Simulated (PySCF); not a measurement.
A structure optimised at PBE-D3(BJ)/def2-SVP, used in a PySCF frequency run:

```
B
O 1 1.3734
H 2 0.9735 1 111.71
C 1 1.5717 2 116.45 3 180.00
C 4 1.3509 1 123.31 2 0.00
H 5 1.1039 4 120.61 1 0.00
H 5 1.1039 6 116.55 4 180.00
H 4 1.1064 5 117.68 6 180.00
C 1 1.5839 2 122.24 3 0.00
H 9 1.1100 1 115.26 2 0.00
H 9 1.1119 10 107.87 1 123.32
H 9 1.1119 10 107.87 11 113.35
```

### Question
Write its SMILES, formula and point group.

### Answer
C=CB(C)O, C3H7BO, Cs

### Question
What are its rotational constants (standard atomic weights)?

### Answer
8.6200, 3.5587, 2.5590 GHz
